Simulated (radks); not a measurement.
Species: Ag I. Configuration: [Kr] 4d10 5s1 (the NIST ground configuration). All-electron calculation, scalar-relativistic Kohn-Sham, PBEsol, spin-polarised, spherical densities, finite nucleus; open shells are filled with parallel spins first (spin-orbit coupling, left out, can overturn this in heavy ions); Fermi nuclear charge, rms radius 4.5454 fm; hard spherical wall at 6 bohr. Program: a radial shooting solver on a logarithmic mesh with Libxc functionals.

Radial electron density D(r) = 4 pi r^2 rho(r):

```
   r/bohr * D(r) (the largest magnitude, 74.5, reaches the edge; | marks zero)
 0.003201 |      *
 0.004202 |         *
  0.00556 |              *
 0.007297 |                    *
 0.009578 |                            *
  0.01257 |                                   *
  0.01664 |                                         *
  0.02184 |                                           *
  0.02866 |                                         *
  0.03762 |                                      *
  0.04978 |                                      *
  0.06533 |                                             *
  0.08576 |                                                      *
   0.1126 |                                                     *
   0.1489 |                                          *
   0.1955 |                                     *
   0.2566 |                                           *
   0.3368 |                                         *
   0.4456 |                        *
   0.5849 |            *
   0.7678 |            *
    1.008 |            *
    1.333 |       *
     1.75 |   *
    2.297 | *
    3.015 |*
     3.99 *
    5.237 *
```

D(r) has 4 maxima, at r = 0.0218, 0.0967, 0.289, 0.873 bohr, and minima at 0.0431, 0.188, 0.649 bohr, inside which lie 2.00, 11.13, 29.05 electrons.
